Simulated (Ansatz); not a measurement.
Ansatz (a program for electronic structure) input file for methyltin triiodide (CH3I3Sn), SMILES [CH3][Sn]([I])([I])[I], B3LYP-D3(BJ)/def2-SVP. 

Ansatz 0.2 input:
```yaml
crystal:
  periodic: [false, false, false]
  atoms:
    - {symbol: C, position_ang: [0.00000000, 0.00000000, 2.81143296]}
    - {symbol: Sn, position_ang: [-0.00000000, -0.00000000, 0.58147975]}
    - {symbol: I, position_ang: [2.18208297, -1.33609349, -0.34826986]}
    - {symbol: I, position_ang: [-2.24813238, -1.22169254, -0.34826986]}
    - {symbol: I, position_ang: [0.06604942, 2.55778604, -0.34826986]}
    - {symbol: H, position_ang: [0.81963651, 0.62340831, 3.14410754]}
    - {symbol: H, position_ang: [-0.94970568, 0.39812188, 3.14410755]}
    - {symbol: H, position_ang: [0.13006919, -1.02153019, 3.14410754]}
basis:
  gaussian:
    orbitals: def2-SVP
hamiltonian:
  xc: b3lyp
  dispersion: d3bj
relax: {f_tol: 0.002, max_steps: 200}
```

Log of the run:

```
WARN ansatz: RAYON_NUM_THREADS=2 ignored (pool sized by the plan → 2); use --threads N
Functional definition: B3LYP
integrals: 0.14 GiB planned
1828 factors; integrals over basis functions are off by at most 2.9e-4 eV
mean field: 1.30 GiB planned
mean field evaluation 1: about -31226.2972 eV, gradient 4.8e1 eV
mean field evaluation 2: about -31217.9051 eV, gradient 6.7e1 eV
mean field evaluation 4: about -31232.4984 eV, gradient 4.5e0 eV
mean field evaluation 8: about -31232.5986 eV, gradient 9.5e-2 eV
mean field evaluation 16: about -31232.5986 eV, gradient 6.0e-5 eV
mean field -31232.59860820 eV, -1147.7768286357 hartree, gradient 6.0e-5 eV, S^2 0.000000; 0 other end points of the search recorded, 0 dependent functions left out
the calculation of the forces begins
reference -31232.59890007 eV, -1147.7768393617 hartree; 53, 53 occupied and 80, 80 virtual orbitals, 1828 factors
relax step   1: F+E_penalty+E_count = -31233.25816600 eV  Δ(F+E_penalty+E_count) = +0.000e0 eV  max|allowed force component| = 1.052e0 eV/Å  Δτ_max = 0.0000 Å  (27 SCF iters, accepted)
these checks for a lower state are left out or cut short: starts, cluster_reference, orbital_swaps, neighbouring_geometries, increment
integrals: 0.14 GiB planned
1828 factors; integrals over basis functions are off by at most 3.1e-4 eV
mean field: 1.30 GiB planned
mean field -31232.61788967 eV, -1147.7775372166 hartree, gradient 1.1e-5 eV, S^2 0.000000; 0 other end points of the search recorded, 0 dependent functions left out
the calculation of the forces begins
reference -31232.61817949 eV, -1147.7775478671 hartree; 53, 53 occupied and 80, 80 virtual orbitals, 1828 factors
relax step   2: F+E_penalty+E_count = -31233.29043555 eV  Δ(F+E_penalty+E_count) = -3.227e-2 eV  max|allowed force component| = 3.641e-1 eV/Å  Δτ_max = 0.0571 Å  (32 SCF iters, accepted)
these checks for a lower state are left out or cut short: starts, cluster_reference, orbital_swaps, neighbouring_geometries, increment
integrals: 0.14 GiB planned
1828 factors; integrals over basis functions are off by at most 3.1e-4 eV
mean field: 1.30 GiB planned
mean field -31232.63003291 eV, -1147.7779834725 hartree, gradient 1.1e-5 eV, S^2 0.000000; 0 other end points of the search recorded, 0 dependent functions left out
the calculation of the forces begins
reference -31232.63032344 eV, -1147.7779941491 hartree; 53, 53 occupied and 80, 80 virtual orbitals, 1828 factors
relax step   3: F+E_penalty+E_count = -31233.29853954 eV  Δ(F+E_penalty+E_count) = -8.104e-3 eV  max|allowed force component| = 3.284e-2 eV/Å  Δτ_max = 0.0224 Å  (33 SCF iters, accepted)
these checks for a lower state are left out or cut short: starts, cluster_reference, orbital_swaps, neighbouring_geometries, increment
integrals: 0.14 GiB planned
1828 factors; integrals over basis functions are off by at most 3.2e-4 eV
mean field: 1.30 GiB planned
mean field evaluation 32: about -31232.6295 eV, gradient 4.9e-1 eV
mean field -31232.63045085 eV, -1147.7779988313 hartree, gradient 1.0e-5 eV, S^2 0.000000; 0 other end points of the search recorded, 0 dependent functions left out
the calculation of the forces begins
reference -31232.63074135 eV, -1147.7780095071 hartree; 53, 53 occupied and 80, 80 virtual orbitals, 1828 factors
relax step   4: F+E_penalty+E_count = -31233.29873932 eV  Δ(F+E_penalty+E_count) = -1.998e-4 eV  max|allowed force component| = 2.904e-3 eV/Å  Δτ_max = 0.0136 Å  (25 SCF iters, accepted)
these checks for a lower state are left out or cut short: starts, cluster_reference, orbital_swaps, neighbouring_geometries, increment
integrals: 0.14 GiB planned
1828 factors; integrals over basis functions are off by at most 3.2e-4 eV
mean field: 1.30 GiB planned
mean field -31232.63067635 eV, -1147.7780071184 hartree, gradient 1.1e-5 eV, S^2 0.000000; 0 other end points of the search recorded, 0 dependent functions left out
the calculation of the forces begins
reference -31232.63096679 eV, -1147.7780177920 hartree; 53, 53 occupied and 80, 80 virtual orbitals, 1828 factors
relax step   5: F+E_penalty+E_count = -31233.29888859 eV  Δ(F+E_penalty+E_count) = -1.493e-4 eV  max|allowed force component| = 2.933e-2 eV/Å  Δτ_max = 0.0294 Å  (32 SCF iters, accepted)
these checks for a lower state are left out or cut short: starts, cluster_reference, orbital_swaps, neighbouring_geometries, increment
integrals: 0.14 GiB planned
1828 factors; integrals over basis functions are off by at most 3.2e-4 eV
mean field: 1.30 GiB planned
mean field -31232.63091083 eV, -1147.7780157354 hartree, gradient 1.1e-5 eV, S^2 0.000000; 0 other end points of the search recorded, 0 dependent functions left out
the calculation of the forces begins
reference -31232.63120120 eV, -1147.7780264063 hartree; 53, 53 occupied and 80, 80 virtual orbitals, 1828 factors
relax step   6: F+E_penalty+E_count = -31233.29893283 eV  Δ(F+E_penalty+E_count) = -4.424e-5 eV  max|allowed force component| = 3.744e-2 eV/Å  Δτ_max = 0.0271 Å  (32 SCF iters, accepted)
these checks for a lower state are left out or cut short: starts, cluster_reference, orbital_swaps, neighbouring_geometries, increment
integrals: 0.14 GiB planned
1828 factors; integrals over basis functions are off by at most 3.2e-4 eV
mean field: 1.30 GiB planned
mean field -31232.63046598 eV, -1147.7779993876 hartree, gradient 1.1e-5 eV, S^2 0.000000; 0 other end points of the search recorded, 0 dependent functions left out
the calculation of the forces begins
reference -31232.63075639 eV, -1147.7780100597 hartree; 53, 53 occupied and 80, 80 virtual orbitals, 1828 factors
relax step   7: F+E_penalty+E_count = -31233.29889036 eV  Δ(F+E_penalty+E_count) = +4.247e-5 eV  max|allowed force component| = 6.699e-2 eV/Å  Δτ_max = 0.0439 Å  (32 SCF iters, rejected (line search))
these checks for a lower state are left out or cut short: starts, cluster_reference, orbital_swaps, neighbouring_geometries, increment
integrals: 0.14 GiB planned
1828 factors; integrals over basis functions are off by at most 3.2e-4 eV
mean field: 1.30 GiB planned
mean field evaluation 64: about -31232.6309 eV, gradient 1.1e-5 eV
mean field -31232.63086974 eV, -1147.7780142255 hartree, gradient 1.1e-5 eV, S^2 0.000000; 0 other end points of the search recorded, 0 dependent functions left out
the calculation of the forces begins
reference -31232.63116012 eV, -1147.7780248966 hartree; 53, 53 occupied and 80, 80 virtual orbitals, 1828 factors
relax step   8: F+E_penalty+E_count = -31233.29911854 eV  Δ(F+E_penalty+E_count) = -1.857e-4 eV  max|allowed force component| = 1.243e-2 eV/Å  Δτ_max = 0.0184 Å  (32 SCF iters, accepted)
these checks for a lower state are left out or cut short: starts, cluster_reference, orbital_swaps, neighbouring_geometries, increment
integrals: 0.14 GiB planned
1828 factors; integrals over basis functions are off by at most 3.2e-4 eV
mean field: 1.30 GiB planned
mean field -31232.63088588 eV, -1147.7780148186 hartree, gradient 1.4e-5 eV, S^2 0.000000; 0 other end points of the search recorded, 0 dependent functions left out
the calculation of the forces begins
reference -31232.63117624 eV, -1147.7780254891 hartree; 53, 53 occupied and 80, 80 virtual orbitals, 1828 factors
relax step   9: F+E_penalty+E_count = -31233.29915163 eV  Δ(F+E_penalty+E_count) = -3.309e-5 eV  max|allowed force component| = 5.092e-3 eV/Å  Δτ_max = 0.0155 Å  (24 SCF iters, accepted)
these checks for a lower state are left out or cut short: starts, cluster_reference, orbital_swaps, neighbouring_geometries, increment
integrals: 0.14 GiB planned
1828 factors; integrals over basis functions are off by at most 3.2e-4 eV
mean field: 1.30 GiB planned
mean field -31232.63089878 eV, -1147.7780152924 hartree, gradient 2.6e-5 eV, S^2 0.000000; 0 other end points of the search recorded, 0 dependent functions left out
the calculation of the forces begins
reference -31232.63118914 eV, -1147.7780259631 hartree; 53, 53 occupied and 80, 80 virtual orbitals, 1828 factors
relax step  10: F+E_penalty+E_count = -31233.29915948 eV  Δ(F+E_penalty+E_count) = -7.853e-6 eV  max|allowed force component| = 3.585e-3 eV/Å  Δτ_max = 0.0153 Å  (23 SCF iters, accepted)
these checks for a lower state are left out or cut short: starts, cluster_reference, orbital_swaps, neighbouring_geometries, increment
integrals: 0.14 GiB planned
1828 factors; integrals over basis functions are off by at most 3.2e-4 eV
mean field: 1.30 GiB planned
mean field -31232.63090704 eV, -1147.7780155960 hartree, gradient 1.7e-5 eV, S^2 0.000000; 0 other end points of the search recorded, 0 dependent functions left out
the calculation of the forces begins
reference -31232.63119740 eV, -1147.7780262666 hartree; 53, 53 occupied and 80, 80 virtual orbitals, 1828 factors
relax step  11: F+E_penalty+E_count = -31233.29915579 eV  Δ(F+E_penalty+E_count) = +3.687e-6 eV  max|allowed force component| = 2.301e-3 eV/Å  Δτ_max = 0.0045 Å  (24 SCF iters, rejected (line search))
these checks for a lower state are left out or cut short: starts, cluster_reference, orbital_swaps, neighbouring_geometries, increment
integrals: 0.14 GiB planned
1828 factors; integrals over basis functions are off by at most 3.2e-4 eV
mean field: 1.30 GiB planned
mean field -31232.63090709 eV, -1147.7780155979 hartree, gradient 5.4e-5 eV, S^2 0.000000; 0 other end points of the search recorded, 0 dependent functions left out
the calculation of the forces begins
reference -31232.63119745 eV, -1147.7780262683 hartree; 53, 53 occupied and 80, 80 virtual orbitals, 1828 factors
relax step  12: F+E_penalty+E_count = -31233.29916317 eV  Δ(F+E_penalty+E_count) = -3.688e-6 eV  max|allowed force component| = 7.183e-4 eV/Å  Δτ_max = 0.0013 Å  (21 SCF iters, accepted)
integrals: 0.14 GiB planned
1828 factors; integrals over basis functions are off by at most 3.2e-4 eV
mean field: 1.30 GiB planned
mean field evaluation 96: about -31232.6309 eV, gradient 9.3e-2 eV
mean field -31232.63090709 eV, -1147.7780155979 hartree, gradient 5.4e-5 eV, S^2 0.000000; 1 other end points of the search recorded, 0 dependent functions left out
the calculation of the forces begins
reference -31232.63119745 eV, -1147.7780262683 hartree; 53, 53 occupied and 80, 80 virtual orbitals, 1828 factors
Total energy: -31233.29945352 eV, -1147.8025842263 hartree
Atom 0 at     0.000051    -0.000014     2.778549 Å, force    -0.000414     0.000106    -0.000718 eV/Å
Atom 1 at     0.000009    -0.000028     0.617994 Å, force     0.000132    -0.000017    -0.000029 eV/Å
Atom 2 at     2.201679    -1.283201    -0.324146 Å, force    -0.000011     0.000015    -0.000072 eV/Å
Atom 3 at    -2.212118    -1.264990    -0.324313 Å, force     0.000117    -0.000008     0.000142 eV/Å
Atom 4 at     0.010293     2.548236    -0.324239 Å, force     0.000054    -0.000056     0.000076 eV/Å
Atom 5 at     0.905930     0.518965     3.118893 Å, force    -0.000338    -0.000206     0.000074 eV/Å
Atom 6 at    -0.902359     0.525051     3.118789 Å, force     0.000482    -0.000267     0.000371 eV/Å
Atom 7 at    -0.003485    -1.044017     3.118899 Å, force    -0.000022     0.000434     0.000156 eV/Å
Dipole moment:     0.000014    -0.000027     0.531986 e Å
```

The run converged.

Cost: very roughly 2.4 core-minutes.
